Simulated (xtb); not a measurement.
platinum atom (Pt), triplet (GFN-xTB shapes and energies of metal compounds can be far from the true ones); GFN2-xTB (xtb).

xtb was given this input:
```
$ xtb mol.xyz --gfn 2 --chrg 0 --uhf 2 --json

# file mol.xyz
1

Pt     0.00000000     0.00000000     0.00000000
```

The log (banner, timings and long lists left out):

```
   ID    Z sym.   atoms
    1   78 Pt     1

           -------------------------------------------------
          |                Calculation Setup                |
           -------------------------------------------------

           -------------------------------------------------
          |                 G F N 2 - x T B                 |
           -------------------------------------------------

          ...................................................
          :                      SETUP                      :
          :.................................................:
          :  # basis functions                  10          :
          :  # atomic orbitals                   9          :
          :  # shells                            3          :
          :  # electrons                        10          :
          :  max. iterations                   250          :
          :  Hamiltonian                  GFN2-xTB          :
          :  restarted?                      false          :
          :  GBSA solvation                  false          :
          :  PC potential                    false          :
          :  electronic temp.          300.0000000     K    :
          :  accuracy                    1.0000000          :
          :  -> integral cutoff          0.2500000E+02      :
          :  -> integral neglect         0.1000000E-07      :
          :  -> SCF convergence          0.1000000E-05 Eh   :
          :  -> wf. convergence          0.1000000E-03 e    :
          :  Broyden damping             0.4000000          :
          :  net charge                          0          :
          :  unpaired electrons                  2          :
          ...................................................

 iter      E             dE          RMSdq      gap      omega  full diag
   1     -4.3673074 -0.436731E+01  0.141E+01    6.70       6.7  T
   2     -4.3673074  0.000000E+00  0.113E+01    6.67       6.7  T
   3     -4.3673074  0.000000E+00  0.871E+00    6.58       6.6  T
   4     -4.3673074  0.000000E+00  0.697E+00    6.49       6.5  T
   5     -4.3673074  0.000000E+00  0.558E+00    6.40       6.4  T
   6     -4.3673074  0.000000E+00  0.446E+00    6.32       6.3  T
   7     -4.3673074  0.000000E+00  0.357E+00    6.25       6.2  T
   8     -4.3673074  0.000000E+00  0.285E+00    6.18       6.2  T
   9     -4.3673074  0.000000E+00  0.228E+00    6.13       6.1  T
[...]
         :: total energy              -4.367307390187 Eh    ::
[...]

         #    Occupation            Energy/Eh            Energy/eV
      -------------------------------------------------------------
         1        1.8000           -0.3552700              -9.6674
         2        1.8000           -0.3552700              -9.6674
         3        1.8000           -0.3552700              -9.6674
         4        1.8000           -0.3552700              -9.6674
         5        1.8000           -0.3552700              -9.6674
         6        1.0000           -0.2827434              -7.6938 (HOMO)
         7                         -0.0663724              -1.8061 (LUMO)
         8                         -0.0663724              -1.8061
         9                         -0.0663724              -1.8061
      -------------------------------------------------------------
                  HL-Gap            0.2163709 Eh            5.8878 eV
             Fermi-level           -0.2642554 Eh           -7.1908 eV

     #   Z          covCN         q      C6AA      α(0)
     1  78 Pt       0.000     0.000   395.800    41.142

 Mol. C6AA /au·bohr⁶  :        395.799760
 Mol. C8AA /au·bohr⁸  :      41158.696584
 Mol. α(0) /au        :         41.142482

Wiberg/Mayer (AO) data.
largest (>0.10) Wiberg bond orders for each atom

 ---------------------------------------------------------------------------
     #   Z sym  total        # sym  WBO       # sym  WBO       # sym  WBO
 ---------------------------------------------------------------------------
     1  78 Pt   0.000
 ---------------------------------------------------------------------------

molecular dipole:
                 x           y           z       tot (Debye)
 q only:        0.000       0.000       0.000
   full:        0.000       0.000       0.000       0.000
molecular quadrupole (traceless):
                xx          xy          yy          xz          yz          zz
 q only:        0.000       0.000       0.000       0.000       0.000       0.000
  q+dip:        0.000       0.000       0.000       0.000       0.000       0.000
   full:        0.000       0.000       0.000       0.000       0.000       0.000

           -------------------------------------------------
          | TOTAL ENERGY               -4.367307390187 Eh   |
          | GRADIENT NORM               0.000000000000 Eh/α |
          | HOMO-LUMO GAP               5.887753005016 eV   |
           -------------------------------------------------

normal termination of xtb
```
